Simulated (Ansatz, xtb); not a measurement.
Diatomic OsCl, multiplicity 6 (lowest of 2S+1 = 2, 4, 6 at CCSD(T)/def2-TZVPP on PBE0 minima; our sources give no spin for the ground state, which may be another). No spin–orbit coupling.

Seven points along R, fitted to fifth degree in 1/R; most abundant isotopes. In def2 and cc sets the state is the lowest found near the PBE0 minimum, followed along R.

Correlated levels freeze the inner cores; with def2 sets outer-core shells near the valence are correlated too.

Programs: Ansatz (Gaussian basis) for Hartree–Fock, density functionals and correlated methods; xtb for the GFN methods.  In def2 rows elements past Kr take small-core potentials, without spin–orbit coupling. The GFN methods have no spin term and hold the electronic entropy of 300 K.

| level | r_e (Å) | ω_e (cm⁻¹) | ω_e x_e (cm⁻¹) | dipole (D) |
|---|---|---|---|---|
| GFN1-xTB | 2.283 | 320 | 0.99 | - |
| GFN2-xTB | 2.337 | 235 | 0.92 | - |
| SVWN5/def2-TZVPP | 2.245 | … | 1.2 | 0.50 |
| r2SCAN/def2-TZVPP | 2.302 | 342 | 1.0 | 1.58 |
| B97M-V/def2-TZVPP | 2.334 | 325 | 1.0 | 1.94 |
| wB97X-V/def2-TZVPP | 2.305 | 346 | 1.0 | 1.86 |
| B2PLYP/def2-TZVPP | 2.318 | 337 | 1.0 | - |
| CCSD(T)/def2-TZVPP | … | … | 1.1 | - |

Some entries are withheld; supply them.


- CCSD(T)/def2-TZVPP, r_e (Å): 2.286
- CCSD(T)/def2-TZVPP, ω_e (cm⁻¹): 361
- SVWN5/def2-TZVPP, ω_e (cm⁻¹): 365

Ansatz is an electronic-structure program.
